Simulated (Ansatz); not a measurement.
Total energies of ClFGaH3Si, SMILES `[F][Ga]([SiH3])[Cl]`.

```xyz
7

F    -1.408   -0.587    2.167
Ga   -1.125   -0.333    0.456
Si    1.032    0.299   -0.365
Cl   -2.896   -0.656   -0.696
H     0.979    0.427   -1.841
H     1.408    1.596    0.252
H     2.010   -0.747    0.027
```

Total charge 0; spin multiplicity 1. Correlated methods include outer-core shells of Ga, which these sets cover unevenly. Scalar relativity is left out up to krypton. Geometry: relaxed with PBE0-D4/def2-TZVP. Basis def2-TZVPP, Ansatz.

RPA on PBE orbitals: Hartree–Fock energy of these orbitals -2772.97120 Eh, correlation -1.27009 Eh (frozen core).

```tsv
functional	energy without D4 (Eh)	D4 term (kJ/mol)
BLYP	-2776.41917	-32.4
PBE-QIDH	-2775.22608	–
```

(1) Give the same for LDA (SPW92), PBE, revPBE, r2SCAN, B97M-V, PBE0, B3LYP, r2SCANh, r2SCAN0, HSE06 (plane-wave form), BHLYP, CAM-B3LYP, LC-ωPBE, ωB97X-V, ωB97M-V, B2PLYP. (Best estimate.)

B3LYP takes the VWN-RPA correlation (the form of Gaussian; ORCA's B3LYP/G). HSE06 is the plane-wave form, built on full-range PBE exchange. The double hybrids freeze the cores in their second-order part.

## Answers

(1) Ansatz gave: 
| functional | energy without D4 (Eh) | D4 term (kJ/mol) |
| --- | --- | --- |
| LDA (SPW92) | -2770.03189 | – |
| PBE | -2775.63594 | -15.4 |
| revPBE | -2776.04387 | -37.2 |
| r2SCAN | -2776.25796 | -3.6 |
| B97M-V | -2775.76679 | – |
| PBE0 | -2775.74173 | -13.3 |
| B3LYP | -2776.45517 | -25.3 |
| r2SCANh | -2776.23833 | -3.9 |
| r2SCAN0 | -2776.21060 | -4.4 |
| HSE06 (plane-wave form) | -2775.72276 | -12.7 |
| BHLYP | -2776.30508 | -23.2 |
| CAM-B3LYP | -2776.48175 | -13.9 |
| LC-ωPBE | -2775.84474 | – |
| ωB97X-V | -2776.04088 | – |
| ωB97M-V | -2776.18634 | – |
| B2PLYP | -2775.69778 | – |

LC-ωPBE has ω = 0.4 bohr⁻¹.
